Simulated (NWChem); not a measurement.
Basis-set convergence for CH₅NSn

```xyz
8

Sn    -0.1362    -0.0233     0.3908
C      0.7189     1.5701    -0.9219
H      0.7062     2.5531    -0.4259
H      0.1444     1.6407    -1.8609
H      1.7635     1.3222    -1.1773
N     -0.0200    -1.4397    -1.0808
H      0.3308    -1.2864    -2.0244
H     -0.3091    -2.4070    -0.9569
```
Charge 0, spin multiplicity 1.

Everything below was run with NWChem. Structure: optimised with B3LYP/def2-SVP with def2 effective core potentials on Sn, with no frequency check, so it may be a saddle point. It is one conformer; others weren't searched.

Quantity: LUMO energy at the level PBE0.

Effective core potentials replace the inner electrons of Sn; spin-orbit coupling is left out. The structure started from a generated list of species.

The cost column gives rough processor time relative to def2-SVP; each entry includes its own SCF.

```csv
basis,functions,LUMO energy (eV),relative cost
def2-SVP,79,-1.58,1
def2-SVPD,112,-1.77,under 3
def2-TZVP,142,-1.74,6
def2-TZVPD,175,-1.80,10
def2-TZVPP,182,-1.75,10
```

Smallest basis within 0.2 eV of def2-TZVPP, the largest set run: def2-SVP, with 79 functions against 182 and about 9 % of the time (also within reach: def2-SVPD, def2-TZVP, def2-TZVPD). def2-TZVPP isn't the basis-set limit itself, and a small set can land close by cancellation.
